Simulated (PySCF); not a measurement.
C2H4NO, SMILES CC([NH])=O, multiplicity 2.

The structure is a stationary point at PBE-D3(BJ)/def2-SVP. The isomer is the one that the SMILES or the coordinates give; other isomers of the formula were not compared. Other conformers were not sampled.

All values below come from PBE-D3(BJ)/def2-SVP (PySCF 2.14.0).

Harmonic, unscaled wavenumbers; measured fundamentals usually lie a few per cent lower.

Estimate the vibrational spectrum. (The exact figures need the calculation; the answer reports its results.)


```
mode  ν (cm⁻¹)  IR (km/mol)  moving atoms (share of kinetic energy)
----  --------  -----------  --------------------------------------
1           73          1.4                                  H 92 %
2          398          6.8          H 32 %, C 25 %, N 22 %, O 20 %
3          482         73.7                          H 82 %, C 12 %
4          521         27.2          O 32 %, C 29 %, N 20 %, H 19 %
5          546         44.7          C 40 %, H 32 %, N 15 %, O 13 %
6          867         41.5           H 40 %, C 38 %, N 13 %, O 9 %
7          923         89.0                  H 61 %, N 25 %, C 12 %
8          978         26.5           H 60 %, C 17 %, O 15 %, N 8 %
9         1001          5.0                          H 55 %, C 43 %
10        1309          5.1                          H 76 %, C 22 %
11        1353         35.0                          H 60 %, C 28 %
12        1388         10.0                                  H 96 %
13        1427          7.6                   H 44 %, C 42 %, N 8 %
14        1526        103.6                          C 67 %, O 22 %
15        2987          0.3                                  H 97 %
16        3078          1.0                           H 91 %, C 9 %
17        3103          0.6                          H 90 %, C 10 %
18        3398          9.5                                  H 93 %
```
